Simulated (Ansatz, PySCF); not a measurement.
H₃O₄S, charge +1. Atoms are numbered in the order given.

```xyz
8

O      0.0000     0.0000    -1.5522
S      0.0000     0.0000    -0.1226
O     -0.9606    -1.0085     0.5801
O     -0.3932     1.3361     0.5801
O      1.3537    -0.3276     0.5801
H     -1.8438    -1.0802     0.1524
H     -0.0136     2.1369     0.1524
H      1.8574    -1.0566     0.1524
```
Charge +1, spin multiplicity 1.

Coordinates come from a B3LYP-D3(BJ)/def2-SVP optimisation. The isomer is the one that the SMILES or the coordinates give; other isomers of the formula were not compared. Other conformers were not sampled.

Vertical ionisation energy (IE) and electron affinity (EA) in eV. Rows of orbital energies are one-electron estimates. Where ΔSCF, EOM or ADC give a negative EA the extra electron is unbound and the value depends on the basis.

| level | IE | EA |
|---|---|---|
| −ε(HOMO), −ε(LUMO), M06-2X/def2-TZVP (PySCF) | 18.14 | 5.05 |
| ΔSCF, CAM-B3LYP/def2-SVPD (Ansatz), final states of multiplicity 2 and 2 | 19.19 | 4.40 |

What vertical singlet–triplet gap does ΔSCF give with CAM-B3LYP/def2-SVPD (Ansatz, a quantum-chemistry and plane-wave program)? (Estimate from the structure and the level; the computed values follow.)

8.16 eV (triplet above singlet where positive).
